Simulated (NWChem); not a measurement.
The numbers come from NWChem runs, not from measurements. System: CH$_{4}$F$_{2}$OSi$_{2}$, charge 0, spin multiplicity 1, at a geometry optimised with PBE0/def2-SVP. The structure started from a generated list of species. Level: BP86/def2-SVP.

Part of the output:

```
             Northwest Computational Chemistry Package (NWChem) 7.3.0
             --------------------------------------------------------

                                NWChem Input Module
                                -------------------

 Scaling coordinates for geometry "geometry" by  1.889725989
 (inverse scale =  0.529177249)

                             Geometry "geometry" -> ""
                             -------------------------

 Output coordinates in angstroms (scale by  1.889725989 to convert to a.u.)

  No.       Tag          Charge          X              Y              Z
 ---- ---------------- ---------- -------------- -------------- --------------
    1 O                    8.0000     2.49312600     0.53504500    -1.34595800
    2 C                    6.0000     2.23010600     0.58135300    -0.17149000
    3 Si                  14.0000     0.94620200    -0.65844700     0.58765600
    4 Si                  14.0000    -1.16094300    -0.06032700    -0.24329000
    5 F                    9.0000    -2.28327400    -1.03507600     0.39701400
    6 F                    9.0000    -1.48927500     1.44027000     0.26979800
    7 H                    1.0000     2.70833300     1.35523100     0.49045200
    8 H                    1.0000     0.93912800    -0.58915100     2.08024100
    9 H                    1.0000     1.29783400    -2.03205500     0.12295400
   10 H                    1.0000    -1.31162100    -0.08642700    -1.71947300

 Effective nuclear repulsion energy (a.u.)     356.6873712717

            Nuclear Dipole moment (a.u.)
            ----------------------------
        X                 Y               Z
 ---------------- ---------------- ----------------
     0.0000056692    -0.0000264562     0.0000037795


 Summary of "ao basis" -> "" (spherical)
 ------------------------------------------------------------------------------
       Tag                 Description            Shells   Functions and Types
 ---------------- ------------------------------  ------  ---------------------
 *                          def2-svp                  on all atoms

  perdew86 is a nonlocal functional; adding perdew81 local functional.

                                 NWChem DFT Module
                                 -----------------

 Summary of "ao basis" -> "ao basis" (spherical)
 ------------------------------------------------------------------------------
       Tag                 Description            Shells   Functions and Types
[...]
 Vector   31  Occ=2.000000D+00  E=-2.796510D-01
              MO Center= -2.2D-01, -2.6D-01, -5.7D-02, r^2= 4.0D+00
   Bfn.  Coefficient  Atom+Function         Bfn.  Coefficient  Atom+Function
  ----- ------------  ---------------      ----- ------------  ---------------
   108      0.241996  10 H  s                36      0.220677   3 Si px
    39      0.216189   3 Si px              109      0.213099  10 H  s
    54     -0.196741   4 Si px               82     -0.169064   6 F  px
    56     -0.159661   4 Si pz               68     -0.159467   5 F  px
    31     -0.157079   3 Si s                 4     -0.149939   1 O  px

 Vector   32  Occ=2.000000D+00  E=-2.169225D-01
              MO Center=  2.1D+00,  4.2D-01, -5.9D-01, r^2= 2.6D+00
   Bfn.  Coefficient  Atom+Function         Bfn.  Coefficient  Atom+Function
  ----- ------------  ---------------      ----- ------------  ---------------
     5      0.414002   1 O  py                4      0.330855   1 O  px
     8      0.309761   1 O  py               93     -0.262969   7 H  s
     7      0.252125   1 O  px               94     -0.231378   7 H  s
    31      0.216623   3 Si s                36      0.170328   3 Si px
    39      0.168422   3 Si px               17      0.157817   2 C  s

 Vector   33  Occ=0.000000D+00  E=-1.127423D-01
              MO Center=  1.9D+00,  3.2D-01, -3.9D-01, r^2= 2.8D+00
   Bfn.  Coefficient  Atom+Function         Bfn.  Coefficient  Atom+Function
  ----- ------------  ---------------      ----- ------------  ---------------
    18     -0.326202   2 C  px               21     -0.326705   2 C  px
     4      0.307047   1 O  px               19      0.299480   2 C  py
     7      0.296630   1 O  px              104      0.275876   9 H  s
     5     -0.273456   1 O  py               22      0.269302   2 C  py
     8     -0.260232   1 O  py               40      0.211657   3 Si py

 Vector   34  Occ=0.000000D+00  E=-4.803213D-02
              MO Center=  1.6D-01, -3.4D-01,  1.8D-01, r^2= 4.4D+00
   Bfn.  Coefficient  Atom+Function         Bfn.  Coefficient  Atom+Function
  ----- ------------  ---------------      ----- ------------  ---------------
    39     -0.663536   3 Si px               17      0.636923   2 C  s
    57     -0.463682   4 Si px               41      0.454168   3 Si pz
    99     -0.421671   8 H  s                40     -0.308287   3 Si py
    94     -0.275310   7 H  s                50     -0.239575   4 Si s
    58     -0.232102   4 Si py              109      0.222222  10 H  s

 Vector   35  Occ=0.000000D+00  E=-3.687440D-02
              MO Center= -1.2D-01, -2.8D-01,  1.7D-01, r^2= 4.1D+00
   Bfn.  Coefficient  Atom+Function         Bfn.  Coefficient  Atom+Function
  ----- ------------  ---------------      ----- ------------  ---------------
    99     -0.611400   8 H  s                41      0.608218   3 Si pz
   104      0.514410   9 H  s                40      0.474112   3 Si py
    58      0.465097   4 Si py               59      0.272773   4 Si pz
    81     -0.273108   6 F  s                32      0.184263   3 Si s
   109      0.182335  10 H  s                55      0.177804   4 Si py

 center of mass
 --------------
 x =  -0.11069652 y =   0.02640396 z =  -0.00452861

 moments of inertia (a.u.)
 ------------------
         498.512670904112         -93.823673590818         192.609041118675
         -93.823673590818        1524.628056215614          86.482997535382
         192.609041118675          86.482997535382        1647.306241884782

     Multipole analysis of the density
     ---------------------------------

     L   x y z        total         alpha         beta         nuclear
     -   - - -        -----         -----         ----         -------
     0   0 0 0     -0.000000    -32.000000    -32.000000     64.000000

     1   1 0 0      0.298942      0.149468      0.149468      0.000006
     1   0 1 0     -0.154612     -0.077293     -0.077293     -0.000026
     1   0 0 1      0.358779      0.179388      0.179388      0.000004

     2   2 0 0    -39.107045   -357.862129   -357.862129    676.617213
     2   1 1 0     -0.148269    -23.763462    -23.763462     47.378655
     2   1 0 1      4.542084     44.193256     44.193256    -83.844428
     2   0 2 0    -36.853627    -98.902543    -98.902543    160.951459
     2   0 1 1      0.814176     22.609126     22.609126    -44.404076
     2   0 0 2    -37.533427    -72.236333    -72.236333    106.939240

 Task  times  cpu:        8.7s     wall:        8.7s

 Total times  cpu:        8.8s     wall:        8.8s
```

### Question
Write an NWChem input that would produce this output.

### Answer
Several could match; the one computed here: 
```
start mol
memory heap 200 mb stack 800 mb global 1000 mb
geometry units angstroms nocenter noautoz noautosym
  O      2.493126     0.535045    -1.345958
  C      2.230106     0.581353    -0.171490
  Si     0.946202    -0.658447     0.587656
  Si    -1.160943    -0.060327    -0.243290
  F     -2.283274    -1.035076     0.397014
  F     -1.489275     1.440270     0.269798
  H      2.708333     1.355231     0.490452
  H      0.939128    -0.589151     2.080241
  H      1.297834    -2.032055     0.122954
  H     -1.311621    -0.086427    -1.719473
end
basis spherical
  * library def2-svp
end
dft
  xc becke88 perdew86
  semidirect memsize 60000000 filesize 0
  iterations 100
end
task dft energy
```
